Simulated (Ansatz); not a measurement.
System: sum formula BNHCl2 (charge -1, singlet). It need not be the lowest isomer of its formula. Whether it binds its extra electron was not tested at this geometry. SMILES: [NH-]B(Cl)Cl
Geometry from a B3LYP-D3(BJ)/def2-TZVP (Ansatz, an electronic-structure program) optimisation:
```xyz
5

B     -0.4846    -0.2136     0.1313
Cl    -0.0163     1.6133     0.0437
Cl     0.9862    -1.2525    -0.3081
N     -1.6714    -0.7218     0.4532
H     -2.3663    -0.0130     0.6661
```
Charge -1, spin multiplicity 1.

Parts of the frozen-core correlation energy in cc-pV(T+d)Z (Ansatz, hartree). Frozen orbitals: 12; correlated occupied orbitals by spin: 12 and 12; virtual: 128 and 128. No spin-orbit coupling. Non-relativistic.

```csv
term,value
reference (HF),-998.91477
MP2 opposite-spin,-0.51939
MP2 same-spin,-0.17950
CCSD correlation,-0.73199
(T),-0.03403
T1 diagnostic,0.012
largest doubles amplitude,0.067
```
